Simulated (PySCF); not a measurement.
Gas-phase reaction: 3 GaH₃ + 2 C₃H₄ (cyclic) + 2 H₂ = 3 GaH(CH₃)₂

Method: PySCF energies plus ideal-gas RRHO corrections (1 bar). † marks an energy on the PBE0/def2-TZVP geometry and frequencies; other levels use their own. All species are closed-shell singlets. Ga: all electrons, no relativistic terms. GaH₃, GaH(CH₃)₂: computed as isolated molecules; such fragments, hydroxides, amides, oligomers or adducts are transient or little studied in the gas.

```
level               ΔH°(298 K), kJ
------------------  --------------
BLYP/def2-TZVP†               -797
PBE/def2-SVP                  -851
PBE/def2-TZVP†                -860
PBE0/def2-SVP†          (withheld)
ωB97M-V/def2-TZVP†      (withheld)
```

Problem. Fill in the missing entries.

Solution. 
- PBE0/def2-SVP†, ΔH°(298 K), kJ: -893
- ωB97M-V/def2-TZVP†, ΔH°(298 K), kJ: -877
